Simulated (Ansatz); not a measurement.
`[F][Sn][N]([SiH3])[SiH3]` + silanol → `[F][Sn][O][SiH3]` + `[SiH3]N[SiH3]`  (ligand exchange at the Sn–N bond)

Isolated molecules relaxed with PBE0-D4/def2-TZVP in Ansatz; ΔE leaves out vibrations. CCSD(T)/CBS is the MP2 limit (def2-TZVPP, def2-QZVPP) plus CCSD(T) − MP2 in def2-TZVPP, frozen cores. This one scheme is used for every species. DFT in def2-TZVPP. B3LYP here is the variant with VWN-RPA as its local correlation; programs differ in this. Elements past krypton have def2 core potentials. For Sn outer-core shells are correlated without core-valence functions, which leaves a few kJ/mol of doubt a bond. One conformer a species, not always the lowest.

CCSD(T)/CBS gives -25.1 kJ/mol.

(1) Another level gave -41.5 kJ/mol. Which?
A. revPBE/def2-TZVPP
B. r2SCANh-D4/def2-TZVPP
C. B3LYP/def2-TZVPP
D. CCSD(T)/def2-TZVPP

Largest T1 diagnostic among the species: 0.016.

Results:

(1) C. B3LYP -41.5, r2SCANh-D4 -28.4, CCSD(T)/def2-TZVPP -24.3, revPBE -35.6 kJ/mol.

In def2-TZVPP, CCSD(T) changes the Hartree–Fock value by +23.6 kJ/mol (the triples alone add +4.1 kJ/mol) and MP2 by +26.6 kJ/mol. The D4 term adds +9.8 kJ/mol with B3LYP and +5.2 kJ/mol with PBE0; it sums over pairs of atoms, weighted by their polarisabilities, and B3LYP, whose exchange is more repulsive, gets the larger term. Leaving LDA and LC-ωPBE aside and taking each functional with its dispersion term where it has one, the values, not all of them listed here, spread over 12.4 kJ/mol, from CAM-B3LYP-D4 to revPBE-D4. LDA lies +9.8 kJ/mol from PBE without D4.

CCSD(T)/CBS has its own doubt, a few kJ/mol and more with outer-core shells, so smaller differences from it don't rank the levels.
